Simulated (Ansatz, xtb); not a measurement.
**Two isomers of C5H5NO2S**

We compare a, `[H]/N=C1/CC(=O)C(O)=CS1`, a singlet, with b, `NC1=CC(=O)C(=O)CS1`, a singlet. Both are isolated molecules in the gas phase, relaxed with r2SCAN-D4/def2-SVP; the shapes shown needn't be the lowest conformers.

a (Å):

```xyz
14

C    -1.4393    1.2125    0.4842
C    -0.3903    0.1364    0.4546
C    -0.1657   -0.6031   -0.8444
C    -1.2988   -0.8264   -1.7564
C    -2.5363   -0.2991   -1.5601
N    -1.2450    2.2977    1.1105
O     0.9161   -1.1052   -1.1270
O    -1.0108   -1.6094   -2.8106
S    -3.0112    0.8128   -0.3017
H    -2.0616    2.9183    1.0741
H     0.5624    0.5525    0.8124
H    -0.7012   -0.6403    1.1833
H    -0.0628   -1.8318   -2.6846
H    -3.3420   -0.5318   -2.2639
```

b (Å):

```xyz
14

C    -1.2439   -0.0917    0.2683
C    -0.7148    1.1800    0.2081
C     0.3644    1.6153   -0.6477
C     1.1387    0.5322   -1.4340
C     1.1240   -0.8682   -0.8389
N    -2.3909   -0.3838    0.9327
O     0.7117    2.7810   -0.7735
O     1.7859    0.7989   -2.4158
S    -0.5656   -1.4894   -0.5651
H    -2.8852    0.3589    1.4116
H    -2.6044   -1.3384    1.1937
H    -1.1963    1.9675    0.7998
H     1.6586   -0.8611    0.1278
H     1.6165   -1.5701   -1.5268
```

Question: Estimate which is lower in electronic energy at CCSD(T)/def2-SVP + ΔMP2/def2-TZVPP, and by roughly how much.

Answer: CCSD(T)/def2-SVP + ΔMP2/def2-TZVPP gives E(b) − E(a) = +1.67 kJ/mol, slightly favouring structure a, which is too small a margin to settle the true order.

Level by level:

```tsv
level	geometry	E(b) − E(a) (kJ/mol)	departure from the last row (kJ/mol)	job, with rough time for the two
GFN2-xTB	GFN2-xTB	+18.75	+17.08	optimisation, 0.34 s
HF/STO-3G	GFN2-xTB	−15.99	−17.66	single point, 1.4 s
r2SCAN-D4/def2-SVP//GFN2-xTB	GFN2-xTB	−6.40	−8.07	single point, 6.9 s
r2SCAN-D4/def2-SVP	r2SCAN-D4/def2-SVP	−8.97	−10.64	optimisation, 99 s
HF/def2-SVP	r2SCAN-D4/def2-SVP	−25.93	−27.60	part of the CCSD(T) run
MP2/def2-SVP	r2SCAN-D4/def2-SVP	−15.07	−16.74	part of the CCSD(T) run
CCSD(T)/def2-SVP	r2SCAN-D4/def2-SVP	−7.23	−8.90	single point
CCSD(T)/def2-SVP + ΔMP2/def2-TZVPP	r2SCAN-D4/def2-SVP	+1.67		single point, 4 min
```

As drawn, b has 1 C–N, 1 C=O, 1 N–H in place of 1 C=N, 1 C–O, 1 O–H.

The largest departure from CCSD(T)/def2-SVP + ΔMP2/def2-TZVPP is that of HF/def2-SVP, 27.60 kJ/mol. The last row adds to CCSD(T) the change of the MP2 difference between the two basis sets, here +8.90 kJ/mol.

With thermal terms from frequencies at re-optimised GFN2-xTB minima (ideal gas, soft modes damped towards free rotors, one conformer each, 298.15 K, 1 atm): on the last row, ΔE + ΔZPE = +0.58, ΔH = +2.11, ΔG = −1.01 kJ/mol.

The correlated steps freeze 13 core orbitals. Programs: Ansatz 0.2.0, xtb 6.7.1; the last row on 2 threads of Intel(R) Xeon(R) Processor @ 2.70GHz on a shared host.
